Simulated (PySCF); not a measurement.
bromine monochloride (BrCl), SMILES ClBr. Atoms are numbered in the order given.

```xyz
2

Cl     0.0000     0.0000    -1.4355
Br     0.0000     0.0000     0.6973
```
Charge 0, spin multiplicity 1.

The structure is a stationary point at PBE0-D3(BJ)/def2-TZVP.

Level of theory: PySCF 2.14.0 with PBE0-D3(BJ)/def2-TZVP.

Frequencies are harmonic and unscaled.

Computed normal modes with their intensities:
```tsv
mode	ν (cm⁻¹)	IR (km/mol)	Raman (Å⁴/amu)	depolarisation	moving atoms (share of kinetic energy)
1	457	1.7	12.7	0.27	Cl 69 %, Br 31 %
```
